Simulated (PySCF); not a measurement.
# Broadened absorption spectrum of (Me)3Si-NH-SiH3

Species: (Me)3Si-NH-SiH3, C₃H₁₃NSi₂.
Geometry (PBE0-D3(BJ)/def2-SVP, Å), atoms numbered from 1 in this order:
```xyz
19
C3H13NSi2 angstrom
Si    -0.4392    0.2411    0.0701
C      0.4556    1.8661   -0.2268
C     -0.4325   -0.1327    1.9112
C     -2.2015    0.3356   -0.5717
N      0.3477   -1.0554   -0.8166
Si     1.9951   -1.5836   -0.7167
H      0.4642    2.1241   -1.2973
H      1.5016    1.8081    0.1145
H     -0.0266    2.6911    0.3220
H     -0.9060    0.6795    2.4861
H      0.5967   -0.2504    2.2865
H     -0.9765   -1.0664    2.1239
H     -2.2218    0.5707   -1.6479
H     -2.7358   -0.6156   -0.4183
H     -2.7659    1.1229   -0.0476
H     -0.2425   -1.5427   -1.4844
H      2.6470   -0.7979    0.3753
H      2.1115   -3.0424   -0.3949
H      2.7661   -1.3587   -1.9828
```

Computed, not measured: TDDFT CAM-B3LYP/def2-SVPD, vertical, gas phase, core orbitals frozen in the response in PySCF.

Broadening: Gaussians 0.25 eV wide at half height, area fixed by f = 4.319×10⁻⁹ ∫ε dν̃. The width is an assumption, not a result. The curve ends short of the highest state used, and states not computed would add to its high-energy end.

E (eV), ε (L mol⁻¹ cm⁻¹) and a bar:
```
     5.88          3 
     5.93         15 
     5.98         57 
     6.02        141 #
     6.07        356 #
     6.12        719 ###
     6.17       1165 ####
     6.22       1510 #####
     6.27       1569 ######
     6.32       1306 #####
     6.36        961 ###
     6.41        536 ##
     6.46        240 #
     6.51         86 
     6.56         25 
     6.61          6 
     6.66          1 
     6.70          0 
     6.75          0 
     6.80          0 
     6.85          0 
     6.90          1 
     6.95          2 
     7.00          7 
     7.04         17 
     7.09         42 
     7.14         89 
     7.19        169 #
     7.24        293 #
     7.29        460 ##
     7.33        607 ##
     7.38        773 ###
     7.43        927 ###
     7.48       1201 ####
     7.53       1843 #######
     7.58       3041 ###########
     7.63       4724 #################
     7.67       6167 ######################
     7.72       7629 ############################
     7.77       8285 ##############################
     7.82       8046 #############################
     7.87       7327 ###########################
     7.92       6747 ########################
     7.97       6626 ########################
```

Question: Locate the maxima and give the states behind the curve.

Answer: 198 nm (6.25 eV), ε about 1600, made up of S1 (100%); 159 nm (7.78 eV), ε about 8300, made up of S4 (24%), S5 (31%) and S6 (41%) (ε in L mol⁻¹ cm⁻¹; maxima over ε = 5, shares over 10%). At its high-energy end, 7.97 eV, the curve is still rising (ε about 6600, from S6 and S7). The states used: S1 6.25 eV (f 0.015); S2 7.25 eV (f 0.0009); S3 7.41 eV (f 0.0064); S4 7.68 eV (f 0.029); S5 7.77 eV (f 0.024); S6 7.82 eV (f 0.034); S7 8.03 eV (f 0.047); S8 8.26 eV (f 0.082); S9 8.30 eV (f 0.070); S10 8.57 eV (f 0.0054).

Question: Coming from long wavelengths, where does ε first pass 100 L mol⁻¹ cm⁻¹?

Answer: At about 206 nm (6.01 eV), 0.25 eV below S1.

Question: What would ε be at 7.78 eV, the highest of these maxima, with half the width (0.125 eV)?

Answer: About 11500 L mol⁻¹ cm⁻¹ against 8300, a factor of about 1.4; a lone state at its own centre would give exactly 2.

Question: On this curve, what absorbance would a 10⁻⁵ mol/L sample give at 193 nm over a 1 cm path?

Answer: 193 nm is 6.424 eV, where ε is about 440 L mol⁻¹ cm⁻¹, so A = ε c l ≈ 0.0044 (Beer–Lambert, with the gas-phase spectrum and the assumed width).

All these states lie below the vertical ionisation energy of 9.06 eV (ΔSCF).

Hardware: one thread of an AMD EPYC, shared host with 64 logical CPUs at a one-minute load of 60. Cost: 3.8 min of wall time (with the writing of density and orbital grids), 1.4 GiB resident at most.
